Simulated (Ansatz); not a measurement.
Isolated molecules relaxed with PBE0-D4/def2-TZVP in Ansatz; ΔE leaves out vibrations. CBS: MP2 limit from def2 TZ/QZ plus the TZ coupled-cluster correction, frozen cores. DFT in def2-TZVPP. B3LYP here is the variant with VWN-RPA as its local correlation; programs differ in this. For Ge outer-core shells are correlated without core-valence functions, which leaves a few kJ/mol of doubt a bond. Scalar relativity is left out up to krypton. One conformer a species, not always the lowest.

Reaction (substitution at a C–S bond): `C[O][GeH]([F])[S]C` + `N[SiH](N)[SiH3]` → `CN[SiH](N)[SiH3]` + `C[O][GeH]([F])[SH]`

`C[O][GeH]([F])[S]C`:

Cartesian coordinates in Å:
```
C 2.233 0.573 1.053
O 1.142 -0.062 1.693
Ge -0.248 -0.606 0.775
F 0.282 -1.782 -0.400
S -1.087 1.062 -0.380
C -2.040 0.107 -1.601
H 1.911 1.410 0.424
H 2.892 0.957 1.833
H 2.796 -0.134 0.434
H -1.174 -1.348 1.738
H -2.876 -0.412 -1.134
H -2.431 0.835 -2.311
H -1.400 -0.600 -2.125
```

`N[SiH](N)[SiH3]`:

Z-matrix (Å, degrees):
```
Si
N 1 1.715
Si 1 2.353 2 105.3
N 1 1.717 2 107.8 3 124.4
H 1 1.496 2 116.7 3 -120.4
H 2 1.006 1 121.1 3 31.9
H 2 1.008 1 120.6 3 -178.7
H 3 1.490 1 110.5 2 -170.0
H 3 1.492 1 112.4 2 -49.8
H 3 1.491 1 110.9 2 70.5
H 4 1.006 1 120.0 2 149.1
H 4 1.007 1 121.2 2 -62.6
```

`CN[SiH](N)[SiH3]`:

Cartesian coordinates in Å:
```
C 1.314 -1.206 -1.547
N 0.930 0.035 -0.915
Si 0.186 0.163 0.625
N 0.571 1.709 1.259
Si -2.166 0.033 0.655
H 2.221 -1.079 -2.147
H 1.535 -1.950 -0.779
H 0.537 -1.628 -2.197
H 0.788 0.796 -1.562
H 0.723 -1.024 1.362
H 1.530 1.988 1.394
H -0.049 2.178 1.898
H -2.608 -1.325 0.228
H -2.739 0.287 2.010
H -2.773 1.021 -0.282
```

`C[O][GeH]([F])[SH]`:

```xyz
10

C     1.075    0.501   -1.077
O     0.416   -0.729   -0.848
Ge   -0.657   -0.940    0.521
F     0.295   -0.801    1.969
S    -2.143    0.684    0.690
H     0.381    1.348   -1.036
H     1.875    0.664   -0.349
H     1.513    0.458   -2.076
H    -1.219   -2.353    0.417
H    -1.535    1.167    1.788
```

```tsv
level	ΔE (kJ/mol)
B3LYP-D4	26.4
CCSD(T)/def2-TZVPP	25.3
MP2/def2-QZVPP	31.9
MP2/CBS(def2)	33.9
```

Q: What does CCSD(T)/CBS give? (Estimate.)

A: Computed: +30.0 kJ/mol. The listed levels differ from it by -3.6, -4.7, 1.9, 3.9 kJ/mol.

Largest T1 diagnostic among the species: 0.012.
